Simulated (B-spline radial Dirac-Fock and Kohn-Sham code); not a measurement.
# Core-level shifts of indium with charge state

The computed values come from a radial B-spline solver: Dirac-Fock energy differences between relaxed states, corrected for Breit and QED terms. Each ion is free and in its tabulated ground configuration. Electron correlation is not included.

Reference: In⁴⁰⁺, [He] 2s2 2p5, with 1s 30771.6 eV. Shifts from it, in eV (a dash: the subshell is empty, belongs to an open shell averaged over j, or its hole state is left out as unreliable):

```csv
ion,configuration,1s
In⁴¹⁺,[He] 2s2 2p4,+293.3
In⁴²⁺,[He] 2s2 2p3,+591.2
In⁴³⁺,[He] 2s2 2p2,+893.6
In⁴⁴⁺,[He] 2s2 2p1,+1200.5
In⁴⁵⁺,[He] 2s2,+1512.0
In⁴⁶⁺,[He] 2s1,–
In⁴⁷⁺,1s2,+2063.6
In⁴⁸⁺,1s1,+2978.9
```
